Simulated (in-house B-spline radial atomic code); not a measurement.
Computed with a B-spline radial atomic code. Model: two electrons, singlet ground state, non-relativistic, full CI in B-splines with partial waves to l = 8 (at full coupling up to 3e-4 hartree above the limit, correlation up to 0.6 % small), density held at that of full coupling by Lieb maximisation.

Along the adiabatic connection the electron repulsion is scaled by a coupling λ while a local potential keeps the density fixed. At λ = 0 the system is the Kohn-Sham one and W equals the exchange energy; the exchange-correlation energy is the area under W between 0 and 1. The kinetic energy rises with λ as the electrons avoid each other, with dT/dλ = −λ dW/dλ.

Command:
```bash
python run_ac.py task.json out
```
Settings (lengths in bohr, energies in hartree):
```
potential              ball
strength               1
lmax                   8
wall_radius            17.1
```

Cost of the run: 7.8 s on 1 thread of Intel(R) Xeon(R) Processor @ 2.30GHz, with other jobs on the host.

**W = mean repulsion less Hartree energy, and W of three functionals.**

Given: confinement empty hard sphere; hard wall radius 17.1 bohr; external potential zero inside.

Computed: LDA exchange minus exact 9.1894 millihartree; SCAN exchange minus exact -3.9472 millihartree.

| coupling | W xc (hartree) | W xc minus exchange (millihartree) | kinetic minus Kohn-Sham (millihartree) | LDA (PW92) W minus its exchange (millihartree) | PBE W minus its exchange (millihartree) | SCAN W minus its exchange (millihartree) |
| --- | --- | --- | --- | --- | --- | --- |
| 0 | -0.089166 | 0 | 0 | 0 | 0 | 0 |
| 0.02 | -0.091789 | -2.624 | 0.03 | -6.65 | -3.95 | -1.84 |
| 0.05 | -0.095151 | -5.985 | 0.14 | -12.06 | -7.88 | -4.25 |
| 0.12 | -0.10096 | -11.792 | 0.62 | -19.9 | -14.09 | -8.77 |
| 0.25 | -0.10726 | -18.093 | 1.74 | -28.33 | -21.2 | -14.64 |
| 0.4 | ? | ? | ? | ? | ? | ? |
| 0.6 | -0.11407 | -24.901 | 4.41 | -39.2 | -30.82 | -22.96 |
| 0.8 | -0.11584 | -26.671 | 5.63 | -42.63 | -33.93 | -25.52 |
| 1 | -0.11705 | -27.882 | 6.72 | -45.19 | -36.27 | -27.33 |
| 1.4 | ? | ? | ? | ? | ? | ? |
| 2 | -0.12007 | -30.906 | 11 | -52.38 | -42.91 | -31.65 |
| 3 | -0.12144 | -32.275 | 14.35 | -56.01 | -46.29 | -33.3 |
| 4.5 | -0.12259 | -33.428 | 18.59 | -59.19 | -49.27 | -34.43 |
| 7 | -0.12365 | -34.488 | 24.56 | -62.17 | -52.07 | -35.25 |
| 10 | -0.12439 | -35.222 | 30.7 | -64.23 | -54.01 | -35.7 |

Question: What belongs in the row 0.4?

Answer: W xc (hartree): -0.11116; W xc minus exchange (millihartree): -21.989; kinetic minus Kohn-Sham (millihartree): 2.98; LDA (PW92) W minus its exchange (millihartree): -34.17; PBE W minus its exchange (millihartree): -26.33; SCAN W minus its exchange (millihartree): -19.09.

Question: What belongs in the row 1.4?

Answer: W xc (hartree): -0.11864; W xc minus exchange (millihartree): -29.476; kinetic minus Kohn-Sham (millihartree): 8.6; LDA (PW92) W minus its exchange (millihartree): -48.83; PBE W minus its exchange (millihartree): -39.62; SCAN W minus its exchange (millihartree): -29.68.

Question: What is the PBE exchange minus exact?

Answer: 0.88285 millihartree.

**Energy parts, natural occupations and partial-wave weights.**

Computed: total energy 0.1082 hartree; exchange energy -0.089166 hartree; correlation energy -0.021164 hartree; kinetic part of the DFT correlation energy 0.0067184 hartree; Hartree energy 0.17833 hartree; Lieb Oxford ratio E_xc over LDA exchange 1.3795.

| natural | occupation of the shell (electrons) |
| --- | --- |
| s | 1.5093 |
| p | 0.48373 |
| s | 0.0040208 |
| d | ? |
| d | 2.463e-06 |
| f | 1.5623e-06 |

Question: What belongs in the row d?

Answer: occupation of the shell (electrons): 0.0028926.

| wave | weight |
| --- | --- |
| s | 0.75668 |
| p | ? |
| d | 0.0014477 |
| f | 1.4847e-06 |
| g | 4.2828e-07 |

Question: What belongs in the row p?

Answer: weight: 0.24187.

Question: What is the kinetic part over minus potential part?

Answer: 0.24095.

Question: What is the Kohn-Sham kinetic?

Answer: 0.040206 hartree.

Half-way to full coupling W has made 84 % of its drop, against 50 % for a straight line, and second-order (GL2) theory, half the initial slope, overshoots the correlation energy by about 228 %: correlation is strong. Over couplings 0 to 1 the errors in E_xc come to about -3.4 millihartree for LDA, -4.1 millihartree for PBE, -1.9 millihartree for SCAN, so SCAN is nearest. In LDA and PBE and SCAN the errors of exchange and correlation have opposite signs, so the sum is smaller than the larger of the two.
